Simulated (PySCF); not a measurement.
## Orbital picture of TlP⁺

r²SCAN at R = 3.161 Å; basis Tl def2-SVPD with ECP60, P def2-SVPD; scalar-relativistic core potentials; PySCF 2.14. State: ⁴Σ⁻ (quartet), unpaired electrons σ ↑, π ↑↑. Only the outer orbitals are listed, counted within each symmetry, core potentials removing the inner ones.

| spin | orbital | occ. | ε (eV) | on Tl (%) | main shells (%) |
| --- | --- | --- | --- | --- | --- |
| α | 7σ | 1 | -20.59 | 4 | 96 P s |
| α | 8σ | 1 | -15.99 | 92 | 92 Tl s |
| α | 9σ | 1 | -11.83 | 16 | 84 P p, 10 Tl p |
| α | 4π | 1 | -11.59 | 2 | 98 P p |
| α | 4π | 1 | -11.59 | 2 | 98 P p |
| α | 5π | 0 | -7.40 | 96 | 96 Tl p |
| α | 5π | 0 | -7.40 | 96 | 96 Tl p |
| α | 10σ | 0 | -6.50 | 84 | 83 Tl p, 11 P p |
| β | 7σ | 1 | -17.24 | 16 | 83 P s, 15 Tl s |
| β | 8σ | 1 | -15.58 | 83 | 83 Tl s, 16 P s |
| β | 9σ | 0 | -9.09 | 33 | 66 P p, 31 Tl p |
| β | 4π | 0 | -8.31 | 23 | 76 P p, 22 Tl p |
| β | 4π | 0 | -8.31 | 23 | 76 P p, 22 Tl p |

Question: Which are the highest filled and the lowest empty level, where do they sit, and how wide is the gap?

Answer: Highest filled α 4π at -11.59 eV (in %: 98 P p); lowest empty β 9σ at -9.09 eV (in %: 66 P p, 31 Tl p); the gap at r²SCAN is 2.50 eV.

```json
{
  "bond order (Mayer)": "0.34",
  "⟨S²⟩": "3.752",
  "charge on Tl (Mulliken, basis-dependent)": "0.87",
  "charge on Tl (Löwdin, basis-dependent)": "0.71",
  "dipole moment (positive dipole points towards P; it is taken about the centre of mass and depends on that origin)": "1.07 D"
}
```

Spin–orbit coupling is left out, which matters for elements this heavy, above all for dissociation energies. The state was picked by a PBE0 search and need not be the measured ground state.
